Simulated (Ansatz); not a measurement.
`CB[BH][InH][NH2]`. Charge 0, multiplicity 1. In takes the def2 core potential.

```xyz
13

C     1.045   -1.828    0.626
B    -0.359   -1.537   -0.009
B    -0.776   -0.550   -1.198
In   -1.200    1.501   -0.326
N     0.413    2.642    0.091
H     1.888   -1.306    0.172
H     1.228   -2.907    0.545
H     1.040   -1.620    1.702
H    -1.320   -2.039    0.535
H    -0.974   -0.666   -2.370
H    -2.673    2.277    0.116
H     1.349    2.412   -0.199
H     0.340    3.622    0.315
```

Q: What are the harmonic wavenumbers in cm⁻¹ at PBE0-D4/def2-TZVP (Ansatz, finite differences of forces, unscaled)? (Best estimate.)

A: Ansatz gave: 30, 50, 89, 106, 138, 216, 239, 297, 411, 464, 472, 601, 644, 661, 700, 723, 780, 846, 897, 1026, 1197, 1304, 1448, 1461, 1550, 1807, 2491, 2651, 3030, 3089, 3134, 3595, 3704.

Q: Is this a minimum?

A: Yes, all 33 modes are real.

Q: Give the ideal-gas thermochemistry at 298.15 K and 1 bar (rigid rotor, harmonic oscillator; point group C1, symmetry number 1).

A: Zero-point energy 238.4 kJ/mol; H(298) − E = 266.8 kJ/mol; entropy 418.7 J/(mol·K), of which translation 172.9, rotation 117.5, vibration 128.3; G(298) − E = 141.9 kJ/mol. Modes under 100 cm⁻¹ are hindered rotations or soft bends, so the harmonic entropy is rough.
